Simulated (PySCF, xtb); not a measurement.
Si(H)(NHSiH3)3 (H13N3Si4), SMILES [SiH3]N[SiH](N[SiH3])N[SiH3]. Other conformers were not sampled.

Harmonic wavenumbers (cm⁻¹) from GFN2-xTB run with xtb at its own minimum, in rising order: 13, 33, 41, 64, 75, 87, 100, 134, 153, 210, 248, 284, 297, 330, 363, 559, 563, 568, 576, 589, 591, 654, 659, 705, 750, 754, 762, 768, 770, 799, 801, 807, 827, 831, 839, 983, 995, 999, 1186, 1195, 1203, 2184, 2198, 2202, 2220, 2226, 2230, 2242, 2245, 2248, 2250, 3495, 3499, 3504.

What does PBE0-D3(BJ)/def2-SVP run with PySCF 2.14.0 give at its own minimum? (The exact figures need the calculation; the answer reports its results.)

28, 48, 57, 85, 123, 132, 148, 168, 179, 223, 312, 344, 370, 416, 453, 594, 635, 644, 710, 713, 721, 736, 756, 807, 870, 875, 917, 925, 929, 937, 941, 943, 956, 957, 960, 993, 996, 1001, 1170, 1174, 1190, 2210, 2211, 2215, 2224, 2225, 2227, 2229, 2232, 2240, 2251, 3610, 3631, 3640. Paired by order, the mean absolute difference is 66 cm⁻¹ and the zero-point energies are 79.9 and 84.7 kcal/mol.
